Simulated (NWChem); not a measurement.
Species: C$_{3}$H$_{6}$OSi; SMILES O=C1C[SiH2]C1

```xyz
11

O      0.2845     2.1205     0.0000
C     -0.1002     0.9748     0.0000
C     -0.2719     0.0310    -1.2078
Si     0.1915    -1.3828     0.0000
C     -0.2719     0.0310     1.2078
H      0.3043     0.3138    -2.0909
H     -1.3327    -0.0493    -1.4834
H     -0.6631    -2.5980     0.0000
H      1.6279    -1.7563     0.0000
H     -1.3327    -0.0493     1.4834
H      0.3043     0.3138     2.0909
```
Atoms are numbered in this order, from 1.

All runs: NWChem. Medium grid unless said otherwise, to which SCAN and Minnesota functionals are sensitive. Geometry: optimised at B3LYP/6-31G* (spherical d).

### Question
Estimate the computed values for r2SCAN/def2-SVP. Quantities: highest occupied level (eV); orbital gap (eV); dipole (D).

### Answer
The highest occupied level (eV) is -5.87. The orbital gap (eV) comes out as 4.35. The dipole (D) comes out as 2.75.
